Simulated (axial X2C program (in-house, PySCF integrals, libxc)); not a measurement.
## Correcting the dissociation energy of BTe for spin–orbit coupling

A spin-free PBE0 curve (one-electron X2C) was computed with an in-house all-electron X2C program for linear molecules (integrals from PySCF), basis Te dyall-cv3z [11s12p8d4f1g], B dyall-v3z [7s6p2d1f] (cores contracted in-house), for the state M_S = 1/2, Λ = 0 (beyond evenly filled blocks: σα). It gives D0 = 3.996 eV to Te + B, which in a spin-free picture are the weighted means of the ground terms.

Measured levels of the ground terms (NIST Handbook of Basic Atomic Spectroscopic Data), in cm⁻¹: Te 3P: J = 2 at 0, J = 0 at 4706.5, J = 1 at 4750.7; B 2P: J = 1/2 at 0, J = 3/2 at 15.3.

The molecular state has Λ = 0, so it has no first-order lowering.

Question: How far does each ground level lie under the (2J+1)-weighted mean of its term?

Answer: Te: (5 × 0 + 1 × 4706.5 + 3 × 4750.7)/9 = 2107 cm⁻¹; B: (2 × 0 + 4 × 15.3)/6 = 10 cm⁻¹.

Question: Correct D0.

Answer: D0 = 3.996 + (0 − 2117)/8065.5 = 3.734 eV at PBE0 with these spin–orbit terms.

Second-order spin–orbit effects in the molecule, which grow quickly with Z, are left out. Occupations by symmetry block were frozen at the best pattern of an incomplete PBE0 search. Dissociation energies refer to the lowest single-determinant-based atoms at the same level and basis.
